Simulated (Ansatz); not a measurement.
One change: `C[SiH2]C1=C[SiH2]1` becomes `C1=C[SiH2]1`.

Ansatz, PBE0-D4/def2-TZVP geometries, multiplicity 1. Each molecule was computed in one conformer, which needn't be the lowest.

| property | `C[SiH2]C1=C[SiH2]1` |
| --- | --- |
| LUMO energy (B3LYP/def2-TZVPP) / eV | -0.87 |
| LUMO energy (PBE/def2-TZVPP) / eV | -1.72 |
| HOMO energy (PBE0/def2-TZVPP) / eV | -7.04 |
| size of the dipole moment (ωB97M-V/def2-TZVPP) / D | 0.93 |
| size of the dipole moment (PBE/def2-TZVPP) / D | 1.11 |
| HOMO energy (B3LYP/def2-TZVPP) / eV | -6.84 |

(1) Give the same properties after the change, and the shifts. (An estimate is asked.)

## Answers

(1) Ansatz gave: 
| property | `C1=C[SiH2]1` | shift |
| --- | --- | --- |
| LUMO energy (B3LYP/def2-TZVPP) / eV | -0.48 | 0.39 |
| LUMO energy (PBE/def2-TZVPP) / eV | -1.36 | 0.36 |
| HOMO energy (PBE0/def2-TZVPP) / eV | -7.49 | -0.45 |
| size of the dipole moment (ωB97M-V/def2-TZVPP) / D | 0.37 | -0.56 |
| size of the dipole moment (PBE/def2-TZVPP) / D | 0.52 | -0.59 |
| HOMO energy (B3LYP/def2-TZVPP) / eV | -7.28 | -0.44 |

With PBE0 the HOMO falls by 0.45 eV and the LUMO rises by 0.43 eV, so the gap widens by about 0.88 eV. PBE moves the HOMO by -0.39 eV and ωB97M-V by -0.50 eV. Dipoles are sizes alone; their direction can turn.

B3LYP here is the variant with VWN-RPA as its local correlation; programs differ in this.
